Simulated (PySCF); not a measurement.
acetamide (C2H5NO), singlet, geometry from GFN2-xTB; CISD/cc-pVDZ run with PySCF.

Here is a job for PySCF.
```python
from pyscf import gto, scf, ci

mol = gto.M(
    atom='''
O     0.423788    1.313354   -0.109836
C     0.078837    0.159624   -0.013024
N     0.973498   -0.854778    0.086367
C    -1.363696   -0.299149    0.009924
H     0.689990   -1.814131    0.166908
H    -2.017251    0.563523   -0.073322
H    -1.551838   -0.975164   -0.821075
H    -1.572827   -0.821031    0.940975
H     1.956287   -0.639434    0.079237
''',
    basis='cc-pvdz',
    charge=0,
    spin=0,
    verbose=4,
    max_memory=1800,
)

mf = scf.RHF(mol)
mf.kernel()

myci = ci.CISD(mf, frozen=4)
myci.kernel()
print('E(CISD) = %.10f' % myci.e_tot)
```

It wrote (shortened):

```
PySCF version 2.14.0

[INPUT] verbose = 4
[INPUT] num. atoms = 9
[INPUT] num. electrons = 32
[INPUT] charge = 0
[INPUT] spin (= nelec alpha-beta = 2S) = 0
[INPUT] symmetry False subgroup None
[INPUT] Mole.unit = angstrom
[INPUT] Symbol           X                Y                Z      unit          X                Y                Z       unit  Magmom
[INPUT]  1 O      0.423788000000   1.313354000000  -0.109836000000 AA    0.800843254877   2.481879364602  -0.207559958618 Bohr   0.0
[INPUT]  2 C      0.078837000000   0.159624000000  -0.013024000000 AA    0.148980338482   0.301645642908  -0.024611793046 Bohr   0.0
[INPUT]  3 N      0.973498000000  -0.854778000000   0.086367000000 AA    1.839644602812  -1.615296317303   0.163209976200 Bohr   0.0
[INPUT]  4 C     -1.363696000000  -0.299149000000   0.009924000000 AA   -2.577011957165  -0.565309680438   0.018753642060 Bohr   0.0
[INPUT]  5 H      0.689990000000  -1.814131000000   0.166908000000 AA    1.303892128689  -3.428210744083   0.315410407999 Bohr   0.0
[INPUT]  6 H     -2.017251000000   0.563523000000  -0.073322000000 AA   -3.812051914505   1.064904134893  -0.138558498905 Bohr   0.0
[INPUT]  7 H     -1.551838000000  -0.975164000000  -0.821075000000 AA   -2.932548809693  -1.842792886535  -1.551606877727 Bohr   0.0
[INPUT]  8 H     -1.572827000000  -0.821031000000   0.940975000000 AA   -2.972212271321  -1.551523729778   1.778185040063 Bohr   0.0
[INPUT]  9 H      1.956287000000  -0.639434000000   0.079237000000 AA    3.696846651047  -1.208355134735   0.149736228932 Bohr   0.0

nuclear repulsion = 122.321652178726
number of shells = 35
number of NR pGTOs = 139
number of NR cGTOs = 81
basis = cc-pvdz
ecp = {}

******** <class 'pyscf.scf.hf.RHF'> ********
method = RHF
initial guess = minao
damping factor = 0
level_shift factor = 0
DIIS = <class 'pyscf.scf.diis.CDIIS'>
diis_start_cycle = 1
diis_space = 8
diis_damp = 0
SCF conv_tol = 1e-09
SCF conv_tol_grad = None
SCF max_cycles = 50
direct_scf = True
direct_scf_tol = 1e-13
Set gradient conv threshold to 3.16228e-05
Initial guess from minao.
init E= -208.713408852051
  HOMO = -0.309513042271278  LUMO = 0.0837502185329058  gap/eV = 10.70124
cycle= 1 E= -207.862098991161  delta_E= 0.851  |g|= 0.751  |ddm|= 2.63
  HOMO = -0.293640475898997  LUMO = 0.132955201007657  gap/eV = 11.60826
cycle= 2 E= -207.930580915153  delta_E= -0.0685  |g|= 0.591  |ddm|= 1.02
  HOMO = -0.406499056616624  LUMO = 0.161302698789702  gap/eV = 15.45067
cycle= 3 E= -207.994624486578  delta_E= -0.064  |g|= 0.0576  |ddm|= 0.462
  HOMO = -0.407514173976535  LUMO = 0.167038013481914  gap/eV = 15.63436
cycle= 4 E= -207.996167661968  delta_E= -0.00154  |g|= 0.0176  |ddm|= 0.0807
  HOMO = -0.405844368597225  LUMO = 0.167894901255441  gap/eV = 15.61224
cycle= 5 E= -207.996328765701  delta_E= -0.000161  |g|= 0.00743  |ddm|= 0.0325
  HOMO = -0.406325628840814  LUMO = 0.167702001202979  gap/eV = 15.62009
cycle= 6 E= -207.996367807651  delta_E= -3.9e-05  |g|= 0.00349  |ddm|= 0.0172
  HOMO = -0.406020747806453  LUMO = 0.167958276984262  gap/eV = 15.61876
cycle= 7 E= -207.996376182456  delta_E= -8.37e-06  |g|= 0.000862  |ddm|= 0.00983
  HOMO = -0.406084548085729  LUMO = 0.168015847057379  gap/eV = 15.62207
cycle= 8 E= -207.996376628319  delta_E= -4.46e-07  |g|= 0.000186  |ddm|= 0.00211
  HOMO = -0.40603291965556  LUMO = 0.168017743028682  gap/eV = 15.62071
cycle= 9 E= -207.996376643972  delta_E= -1.57e-08  |g|= 6.09e-05  |ddm|= 0.000269
  HOMO = -0.406038357749544  LUMO = 0.168019098835774  gap/eV = 15.62090
cycle= 10 E= -207.996376646096  delta_E= -2.12e-09  |g|= 1.37e-05  |ddm|= 0.000106
  HOMO = -0.406036396123787  LUMO = 0.168018013998899  gap/eV = 15.62082
cycle= 11 E= -207.996376646201  delta_E= -1.05e-10  |g|= 2.18e-06  |ddm|= 2.54e-05
  HOMO = -0.406036218136498  LUMO = 0.168018096726875  gap/eV = 15.62081
Extra cycle  E= -207.996376646202  delta_E= -1.02e-12  |g|= 9.58e-07  |ddm|= 3.34e-06
converged SCF energy = -207.996376646202

******** <class 'pyscf.ci.cisd.RCISD'> ********
CISD nocc = 12, nmo = 77
frozen orbitals 4
max_cycle = 50
direct = 0
conv_tol = 1e-09
max_cycle = 50
max_space = 12
lindep = 0
nroots = 1
Init t2, MP2 energy = -0.62189663328661
RCISD converged
E(RCISD) = -208.5599541314043  E_corr = -0.5635774852023818
E(CISD) = -208.5599541314
```
